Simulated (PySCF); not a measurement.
## How methods differ on the electron affinity of Zr

Zr⁻ [Kr] 4d3 5s2 (4F) → Zr [Kr] 4d2 5s2 (3F), as a difference of total energies. All numbers are calculated (PySCF 2.14, a scalar-relativistic core potential, in aug-cc-pwCVDZ-PP with ECP28MDF). Correlated levels: valence and next inner shell: nothing frozen outside the core potential. The calculations carry no spin-orbit coupling.

| method | electron affinity (eV) | difference from reference (eV) |
| --- | --- | --- |
| UHF | -0.220 | -0.653 |
| MP2 (valence and next inner shell) | -0.086 | -0.519 |
| SCS-MP2 (valence and next inner shell) | -0.390 | -0.823 |
| CCSD (valence and next inner shell) | 0.170 | -0.263 |
| CCSD(T) (valence and next inner shell) | 0.265 | -0.168 |

Reference: 0.433 eV (measured; photodetachment measurements, as compiled on the Wikipedia data page of electron affinities).

The reference lies between the lowest fine-structure levels, while these numbers refer to the centres of the terms.

Errors of the correlated levels include the incompleteness of this basis.

A negative affinity means that the anion lies above the atom at that level of theory.

The coupled-cluster amplitudes are large for Zr⁻ (T1 above 0.03 or a double amplitude above 0.15), so a single reference is strained.
